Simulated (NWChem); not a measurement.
Species: CH₄N₂S cation, doublet; SMILES of the neutral closed-shell parent C(=S)(N)N

```xyz
8

N      0.0077     1.1690    -1.0331
C      0.0000     0.0000    -0.3866
N     -0.0077    -1.1690    -1.0331
S      0.0000     0.0000     1.3523
H      0.2381     1.2380    -2.0305
H     -0.1842     2.0404    -0.5308
H     -0.2380    -1.2380    -2.0305
H      0.1842    -2.0404    -0.5308
```
Atoms are numbered in this order, from 1.

Results from NWChem. Spin-unrestricted. Geometry: optimised at PBE-D3(BJ)/def2-SVP, spin-unrestricted. This spin state was assumed; another may lie lower. No stability test was run on the SCF state. Level: PBE0/def2-SVP with SMD (1 M gas to 1 M solution), gas-phase geometry. Reactions with the solvent are ignored.

| solvent | dielectric constant | solvation free energy (kcal/mol) | cavity-dispersion-structure term (kcal/mol) |
|---|---|---|---|
| water | 78.4 | -63.6 | 2.1 |
| cyclohexanone | 15.6 | -62.5 | -0.3 |
| ethyl acetate | 5.99 | -56.1 | -0.9 |
| chloroform | 4.71 | -53.3 | -1.2 |
| cyclohexane | 2.02 | -34.2 | -1.0 |
| ethylene glycol | 40.2 | -63.2 | 1.6 |
| 2-propanol | 19.3 | -63.5 | -0.5 |
